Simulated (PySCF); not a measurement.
MgF, SMILES [F][Mg], multiplicity 2. Geometry: PBE0-D3(BJ)/def2-TZVPD. The spin state was assumed, not searched.

Computed equilibrium geometry at PBE0-D3(BJ)/def2-TZVPD (PySCF confirms it by a frequency run) as a Z-matrix, and its point group:
point group C∞v.
```
Mg
F 1 1.7660
```
Charge 0, spin multiplicity 2.
